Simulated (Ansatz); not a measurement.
## Ligand exchange: C3H5Cl2Ga + C3H8Si → C3H6ClGa + C3H7ClSi

Gas-phase species: C3H5Cl2Ga `C=C[CH2][Ga]([Cl])[Cl]`, singlet; C3H8Si (prop-2-enylsilane) `C=CC[SiH3]`, singlet; C3H6ClGa `C=C[CH2][GaH][Cl]`, singlet; C3H7ClSi `C=CC[SiH2]Cl`, singlet. The partners trade Cl for H: Ga–Cl and Si–H bonds give way to Ga–H and Si–Cl.

Shapes, held fixed at every level: PBE0-D4/def2-TZVP. Flexible molecules stand in one conformer, not always the lowest. Programs: Ansatz 0.2.0. Electronic energies: no zero-point or thermal term.

| level | kind | ΔE (kJ/mol) |
| --- | --- | --- |
| HF/def2-TZVPP | Hartree–Fock | +15.3 |
| r2SCAN-D4/def2-TZVPP | meta-GGA | +4.1 |
| B3LYP-D4/def2-TZVPP | global hybrid | +8.0 |
| wB97M-V/def2-TZVPP | range-separated hybrid | +7.3 |
| wB97X-V/def2-TZVPP | range-separated hybrid | +9.8 |
| B2PLYP/def2-TZVPP | double hybrid | +8.3 |
| MP2/def2-TZVPP | perturbation theory | +8.2 |

MP2/def2-TZVPP gives ΔE = +8.2 kJ/mol; the levels span +4.1 to +15.3. The median of the levels is +8.2. No measured value is set beside it here. Relativity is left out for Ga. Outer-core shells of Ga are correlated, in sets that cover them unevenly.
